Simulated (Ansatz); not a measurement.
Stepwise reaction of `Cl[SiH2]S[SiH2]Cl` with hydrogen chloride, as a gas-phase model of exchange steps in deposition or etching. ΔE in kJ/mol.

Calculated with Ansatz (gas phase, PBE0-D4/def2-TZVP geometries, no zero-point term in ΔE). CBS: MP2 limit from def2 TZ/QZ plus the TZ coupled-cluster correction, frozen cores. This one scheme is used for every species. Functionals use def2-TZVPP. B3LYP here is the variant with VWN-RPA as its local correlation; programs differ in this. Each species was taken in one conformer, which may not be the lowest.

```json
{"step": "2", "reaction": "`Cl[SiH2]S[SiH](Cl)Cl` + HCl → `Cl[SiH2]S[Si](Cl)(Cl)Cl` + H₂", "PBE-D4": "-76.2", "B3LYP-D4": "-74.3", "ωB97M-V": "-75.8", "CCSD(T)/CBS": "-73.7"}
```

(1) Give the row of step 1, `Cl[SiH2]S[SiH2]Cl` + HCl → `Cl[SiH2]S[SiH](Cl)Cl` + H₂. (Estimate.)

(2) By hand: ΔE of the 2 steps together at CCSD(T)/CBS.

Results:

(1) The calculation gave: 
```json
{"step": "1", "reaction": "`Cl[SiH2]S[SiH2]Cl` + HCl → `Cl[SiH2]S[SiH](Cl)Cl` + H₂", "PBE-D4": "-78.5", "B3LYP-D4": "-76.9", "ωB97M-V": "-76.8", "CCSD(T)/CBS": "-75.5"}
```

(2) (-75.5) + (-73.7) = -149.2 kJ/mol, or -74.6 kJ/mol a step.

In ΔE the steps differ by no more than 1.8 kJ/mol. All are downhill at CCSD(T)/CBS. PBE-D4 differs from CCSD(T)/CBS by -3.0 to -2.5 kJ/mol a step. Isolated molecules leave out the surface, adducts and barriers. Largest T1 diagnostic: 0.010.
